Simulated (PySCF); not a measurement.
# J couplings in [Cu(OAc)2]-

Cartesian coordinates in Å; atom numbers follow the order of the lines, from 1:
```xyz
15

Cu   -0.0054   -0.0033    0.0037
O     0.0385    0.0965    1.8693
C     0.2492    1.2284    2.4353
C     0.2541    1.1359    3.9622
O     0.4351    2.3079    1.8865
H     0.4514    2.1179    4.4129
H     1.0180    0.4128    4.2883
H    -0.7160    0.7504    4.3129
O    -0.0449   -0.1089   -1.8622
C    -0.2551   -1.2401   -2.4295
C    -0.2576   -1.1451   -3.9564
O    -0.4413   -2.3205   -1.8828
H    -0.4615   -2.1251   -4.4084
H     0.7170   -0.7682   -4.3047
H    -1.0143   -0.4147   -4.2830
```

Total charge -1.

Couplings: PBE/pcJ-1 (pcSseg-1 on Cu) (without the spin–dipole term) in PySCF 2.14.0 with density-fitted response routines, geometry PBE0-D3(BJ)/def2-SVP; gas phase, one conformer, non-relativistic. Couplings are averaged over pairs made equivalent by symmetry, fast rotation or ring inversion, so a value needn't be that of the named pair in this geometry, while other rotamers aren't included; one pair stands for each set, and the list holds those of at least 0.8 Hz over up to four bonds, among pairs with at least one H atom (others weren't computed).

Isotopes: $^{13}$C, $^{1}$H, $^{17}$O. Couplings to quadrupolar nuclei such as 17O and 33S are rarely resolved in practice.

```tsv
pair	bonds	J (Hz)
C4, H6	1	?
C3, H6	2	-4.6
H6, H7	2	?
O2, H6	3	-1.4
```

Question: Estimate the withheld couplings, with signs.

Answer: 
- $^{1}J$(C4,H6) = 119.2 Hz (mean over equivalent pairs that range from 116.2 to 124.8 Hz in this conformer)
- $^{2}J$(H6,H7) = -11.6 Hz (mean over equivalent pairs that range from -15.6 to -9.5 Hz in this conformer)
